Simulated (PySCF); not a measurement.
**ScS: energy against distance**

Set-up: Sc def2-TZVPP, S def2-TZVPP; no relativity (PySCF 2.14). Energies in eV from Sc (3d1 4s2) + S in their ground configurations at the same level. All curves are PBE0. state 1: ²Σ⁺ (doublet), unpaired electrons σ ↑; state 2: ²Δ (doublet), unpaired electrons δ ↑, a second solution, started from another occupation; state 3: ²Π (doublet), unpaired electrons π ↑, a second solution, started from another occupation; state 4: quartet, unpaired electrons σ ↑, π ↑, δ ↑, a mixture of terms (⟨Lz²⟩ = 5.0), a second solution, started from another occupation.

```csv
R (Å),state 1,state 2,state 3,state 4
1.827,-3.497,-2.237,-1.988,0.580
1.912,-4.337,-3.214,-2.919,-0.753
1.997,-4.808,-3.825,-3.494,-1.707
2.060,-4.975,-4.098,-3.745,-2.226
2.124,-5.020,-4.246,-3.878,-2.610
2.188,-4.968,-4.295,-3.918,-2.885
2.273,-4.788,-4.241,-3.859,-3.117
2.379,-4.441,-4.037,-3.658,-3.243
2.506,-3.920,-3.668,-3.304,-3.229
2.676,-3.167,-3.080,-2.749,-3.040
```

Task: Put a parabola through the three lowest points of the state 1 curve and estimate Re, k and ωe (reduced mass 18.68 u; 1 eV/Å² = 0.16022 mdyn/Å; ωe = 1302.8·√(k/μ) cm⁻¹).

Result: Through R = 2.06, 2.124, 2.188 Å the second-order coefficient is 11.8 eV/Å², so Re ≈ 2.122 Å, k ≈ 3.79 mdyn/Å and ωe ≈ 587 cm⁻¹. A polynomial fit of higher order to the unrounded PBE0 energies gives Re = 2.119 Å, k = 3.84 mdyn/Å, ωe = 591 cm⁻¹; anharmonicity and rounding make the difference.

The higher-order fit for each curve: state 1: Re = 2.119 Å, ωe = 591 cm⁻¹, De = 5.02 eV; state 2: Re = 2.193 Å, ωe = 524 cm⁻¹, minimum 4.29 eV below the ground-state fragments; state 3: Re = 2.187 Å, ωe = 513 cm⁻¹, minimum 3.92 eV below the ground-state fragments; state 4: Re = 2.428 Å, ωe = 369 cm⁻¹, minimum 3.25 eV below the ground-state fragments.

The metal atom is held in its measured ground configuration; semilocal functionals can put another filling of s and d lower by some tenths of an eV, and De to that atom would be smaller. ⟨S²⟩ of the unrestricted solution departs from its pure value on part of the curve, where spin states mix. The state is the lowest single determinant that the PBE0 search found; with open d or f shells the true ground state can be another one.
